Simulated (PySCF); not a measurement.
Species: C₇H₅FN₂.
Numbering: `[N:1]#[C:2][C:3]([C:4]#[N:5])=[CH:6][CH2:7]/[CH:8]=[CH:9]/[F:10]` (hydrogens: H11 on C6; H12, H13 on C7; H14 on C8; H15 on C9)

The geometry is computed with GFN2-xTB (gas phase).

(1) What internal coordinates does the optimisation give?

## Answers

(1) 
```json
{"bond": "N1≡C2", "length (pm)": "114.5"}
{"bond": "C2–C3", "length (pm)": "141.9"}
{"bond": "C3–C4", "length (pm)": "141.9"}
{"bond": "C4≡N5", "length (pm)": "114.5"}
{"bond": "C3=C6", "length (pm)": "134.4"}
{"bond": "C6–C7", "length (pm)": "149.1"}
{"bond": "C7–C8", "length (pm)": "150.2"}
{"bond": "C8=C9", "length (pm)": "131.9"}
{"bond": "C9–F10", "length (pm)": "133.9"}
{"bond": "C6–H11", "length (pm)": "108.2"}
{"bond": "C7–H12, C7–H13", "length (pm)": "109.3"}
{"bond": "C8–H14", "length (pm)": "108.0"}
{"bond": "C9–H15", "length (pm)": "108.1"}
```

Bonds in one row agree within 1 pm and their mean is given. A selection of angles:
```json
{"angle": "N1–C2–C3", "degrees": "179.9"}
{"angle": "C2–C3–C4", "degrees": "115.1"}
{"angle": "C2–C3–C6", "degrees": "122.0"}
{"angle": "C4–C3–C6", "degrees": "123.0"}
{"angle": "C3–C4–N5", "degrees": "179.8"}
{"angle": "C3–C6–C7", "degrees": "124.0"}
{"angle": "C6–C7–C8", "degrees": "108.4"}
{"angle": "C7–C8–C9", "degrees": "122.7"}
{"angle": "C8–C9–F10", "degrees": "121.5"}
```

Torsions: C2–C3–C6–C7 -178° (antiperiplanar); C3–C6–C7–C8 111° (anticlinal); C6–C7–C8–C9 -112° (anticlinal); C7–C8–C9–F10 179° (antiperiplanar). The mirror-image conformer, all signs reversed, is as good.

The 6 C–C bonds span 1.319 Å (C8=C9, drawn double) to 1.502 Å (C7–C8, drawn single), a spread of 0.183 Å. Of the pairs four or more bonds apart, C4···H13 is among the closest relative to their van der Waals radii: 2.52 Å, 87 % of the sum of Bondi's values.

Point group: C1 (no symmetry element, even within 0.4 Å). GFN2-xTB frequencies: not computed here. One conformer, not necessarily the lowest.
